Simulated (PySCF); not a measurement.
Species: C₂H₅BF₂OS.
Atom-mapped SMILES: `[CH3:1][S:2][BH:3][O:4][CH:5]([F:6])[F:7]` (hydrogens: H8, H9, H10 on C1; H11 on B3; H12 on C5)

Jobs on this species (12 atoms, 64 electrons) with PySCF (density fitting). Hardware of each: an Arm Neoverse V1 with one thread, shared host. Times come from a shared host and carry two figures at best. Peak memory is the resident size of the whole Python process, interpreter and libraries included.

```csv
level and settings,work,basis functions,SCF cycles,wall time,peak memory
"delta-SCF UKS B3LYP, pcX-2 on the ionised atom, pcseg-1 elsewhere, spin-free X2C","ΔSCF core ionisation, 7 holes",169,?,?,?
"delta-SCF UKS HF, pcX-2 on the ionised atom, pcseg-1 elsewhere, spin-free X2C","ΔSCF core ionisation, 7 holes",169,?,?,?
"delta-SCF UKS PBE0, pcX-2 on the ionised atom, pcseg-1 elsewhere, spin-free X2C","ΔSCF core ionisation, 7 holes",169,105,70 s,0.63 GiB
"delta-SCF UKS SCAN, pcX-2 on the ionised atom, pcseg-1 elsewhere, spin-free X2C","ΔSCF core ionisation, 7 holes",169,118,51 s,0.56 GiB
"delta-SCF UKS SCAN, pcX-1 on the ionised atom, pcseg-1 elsewhere, spin-free X2C","ΔSCF core ionisation, 7 holes",149,118,42 s,0.55 GiB
"PBE0-D3(BJ)/def2-SVP, grid level 1",geometry optimisation from a GFN2-xTB start shaken at random,127,73,81 s,0.51 GiB
"delta-SCF UKS SCAN, pcX-2 on the ionised atom, pcseg-1 elsewhere, non-relativistic","ΔSCF core ionisation, 7 holes",169,117,49 s,0.55 GiB
"delta-SCF UKS PBE, pcX-2 on the ionised atom, pcseg-1 elsewhere, spin-free X2C","ΔSCF core ionisation, 7 holes",169,115,33 s,0.60 GiB
"delta-SCF UKS SCAN, def2-TZVP on the ionised atom, pcseg-1 elsewhere, spin-free X2C","ΔSCF core ionisation, 7 holes",146,118,47 s,0.55 GiB
```

Problem. Fill in the missing figures.

Solution. 
- delta-SCF UKS B3LYP, pcX-2 on the ionised atom, pcseg-1 elsewhere, spin-free X2C; ΔSCF core ionisation, 7 holes: 69 s, 0.69 GiB, 107 SCF cycles
- delta-SCF UKS HF, pcX-2 on the ionised atom, pcseg-1 elsewhere, spin-free X2C; ΔSCF core ionisation, 7 holes: 51 s, 0.59 GiB, 122 SCF cycles

Problem. What do all jobs in the table cost together?

Solution. About 8.2 min; the longest takes about 16 % of that, and about 2.5 times as long as the shortest.
